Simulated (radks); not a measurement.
Problem. The mean radii <r> (bohr) of the occupied orbitals of an atom or ion are listed with their occupations. Method: Dirac Kohn-Sham, B86b exchange with PBE correlation, spin-unpolarised, spherical densities, finite nucleus; Fermi nuclear charge, rms radius of each element as measured or else 0.836 A^(1/3) + 0.57 fm; computed with a radial shooting solver on a logarithmic mesh with Libxc functionals.

| orbital | occ. | <r> |
|---|---|---|
| 1s1/2 | 2 | 0.3263 |
| 3d3/2 | 1 | 3.527 |

Name the element and its charge. Open shells, if any, fill j = l - 1/2 first.

Solution. Z = 5, boron, charge +2: B2+ in [He] 3d1. The 1s radius gives Z: for a bare nucleus <r> = (2 gamma + 1)/(2Z) with gamma = sqrt(1 - (Z/c)^2), 0.2999 bohr for Z = 5, and screening makes it slightly larger (0.3263 here). The occupations add up to 3, and the charge is Z minus that.
